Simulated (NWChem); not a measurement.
Everything below was run with NWChem. System: CClF3, charge 0, spin multiplicity 1, at a geometry optimised with PBE0/def2-SVP. Level: RHF/cc-pVDZ, spin-restricted.

Job file:

```
start mol
memory heap 200 mb stack 900 mb global 1100 mb
geometry units angstroms nocenter noautoz noautosym
  F      0.561756    -0.847807     1.072132
  C     -0.024411    -0.352467     0.000000
  F      0.561756    -0.847807    -1.072132
  F     -1.290792    -0.719492     0.000000
  Cl     0.097175     1.402986     0.000000
end
basis spherical
  * library cc-pvdz
end
scf
  rhf
  nopen 0
  maxiter 100
  thresh 1e-7
  semidirect memsize 60000000 filesize 0
end
task scf energy
```

Part of the output:

```
             Northwest Computational Chemistry Package (NWChem) 7.3.0
             --------------------------------------------------------

                                NWChem Input Module
                                -------------------

 Scaling coordinates for geometry "geometry" by  1.889725989
 (inverse scale =  0.529177249)

                             Geometry "geometry" -> ""
                             -------------------------

 Output coordinates in angstroms (scale by  1.889725989 to convert to a.u.)

  No.       Tag          Charge          X              Y              Z
 ---- ---------------- ---------- -------------- -------------- --------------
    1 F                    9.0000     0.56175600    -0.84780700     1.07213200
    2 C                    6.0000    -0.02441100    -0.35246700     0.00000000
    3 F                    9.0000     0.56175600    -0.84780700    -1.07213200
    4 F                    9.0000    -1.29079200    -0.71949200     0.00000000
    5 Cl                  17.0000     0.09717500     1.40298600     0.00000000

 Effective nuclear repulsion energy (a.u.)     251.4394348475

            Nuclear Dipole moment (a.u.)
            ----------------------------
        X                 Y               Z
 ---------------- ---------------- ----------------
    -0.0000207870     0.0000113384     0.0000000000


 Summary of "ao basis" -> "" (spherical)
 ------------------------------------------------------------------------------
       Tag                 Description            Shells   Functions and Types
 ---------------- ------------------------------  ------  ---------------------
 *                          cc-pvdz                   on all atoms

 Summary of "ao basis" -> "ao basis" (spherical)
 ------------------------------------------------------------------------------
       Tag                 Description            Shells   Functions and Types
 ---------------- ------------------------------  ------  ---------------------
 F                          cc-pvdz                  6       14   3s2p1d
 C                          cc-pvdz                  6       14   3s2p1d
[...]
              MO Center=  7.6D-02,  1.3D+00, -1.4D-10, r^2= 1.3D+00
   Bfn.  Coefficient  Atom+Function         Bfn.  Coefficient  Atom+Function
  ----- ------------  ---------------      ----- ------------  ---------------
    64      0.609885  5 Cl px                67      0.473250  5 Cl px

 Vector   26  Occ=0.000000D+00  E= 1.866009D-01
              MO Center=  6.7D-02,  9.7D-01,  1.7D-14, r^2= 2.2D+00
   Bfn.  Coefficient  Atom+Function         Bfn.  Coefficient  Atom+Function
  ----- ------------  ---------------      ----- ------------  ---------------
    17      1.164590  2 C  s                 68      1.056097  5 Cl py
    60     -0.864467  5 Cl s                 22      0.703437  2 C  py
    19      0.517152  2 C  py                65      0.290610  5 Cl py
    16      0.272496  2 C  s                  8     -0.162873  1 F  py
    36     -0.162873  3 F  py                50     -0.156537  4 F  py

 Vector   27  Occ=0.000000D+00  E= 3.444594D-01
              MO Center=  2.9D-02, -8.0D-02,  5.9D-10, r^2= 2.3D+00
   Bfn.  Coefficient  Atom+Function         Bfn.  Coefficient  Atom+Function
  ----- ------------  ---------------      ----- ------------  ---------------
    21      1.297540  2 C  px                45      0.730781  4 F  s
    18      0.517816  2 C  px                 3     -0.365389  1 F  s
    31     -0.365389  3 F  s                 67     -0.355074  5 Cl px
    49      0.303721  4 F  px                 9      0.248828  1 F  pz
    37     -0.248828  3 F  pz                50      0.189000  4 F  py

 Vector   28  Occ=0.000000D+00  E= 3.444609D-01
              MO Center= -4.0D-02, -7.5D-02, -5.9D-10, r^2= 2.3D+00
   Bfn.  Coefficient  Atom+Function         Bfn.  Coefficient  Atom+Function
  ----- ------------  ---------------      ----- ------------  ---------------
    23      1.300656  2 C  pz                 3     -0.632879  1 F  s
    31      0.632879  3 F  s                 20      0.519054  2 C  pz
    69     -0.355926  5 Cl pz                51     -0.284714  4 F  pz
     7      0.235696  1 F  px                35     -0.235696  3 F  px
     8     -0.198223  1 F  py                36      0.198223  3 F  py

 center of mass
 --------------
 x =  -0.00132484 y =  -0.01912095 z =   0.00000000

 moments of inertia (a.u.)
 ------------------
         539.709014044762         -15.775904352139           0.000000000000
         -15.775904352139         313.032680948166           0.000000000000
           0.000000000000           0.000000000000         540.801594756940

  Mulliken analysis of the total density
  --------------------------------------

    Atom       Charge   Shell Charges
 -----------   ------   -------------------------------------------------------
    1 F    9     9.22   2.00  0.90  1.00  3.33  1.98  0.01
    2 C    6     5.25   2.00  0.72  0.11  1.74  0.30  0.37
    3 F    9     9.22   2.00  0.90  1.00  3.33  1.98  0.01
    4 F    9     9.22   2.00  0.90  1.00  3.33  1.98  0.01
    5 Cl  17    17.08   2.00  2.01  0.94  0.99  6.00  3.06  2.05  0.04

       Multipole analysis of the density wrt the origin
       ------------------------------------------------

     L   x y z        total         open         nuclear
     -   - - -        -----         ----         -------
     0   0 0 0     -0.000000      0.000000     50.000000

     1   1 0 0      0.010688      0.000000     -0.000021
     1   0 1 0      0.154186      0.000000      0.000011
     1   0 0 1      0.000000      0.000000      0.000000

     2   2 0 0    -24.932583      0.000000     74.419760
     2   1 1 0      0.084196      0.000000      7.695861
     2   1 0 1      0.000000      0.000000      0.000000
     2   0 2 0    -23.722612      0.000000    184.997853
     2   0 1 1     -0.000000      0.000000      0.000000
     2   0 0 2    -24.938402      0.000000     73.886772

 Task  times  cpu:        1.5s     wall:        1.5s

 Total times  cpu:        1.5s     wall:        1.5s
```
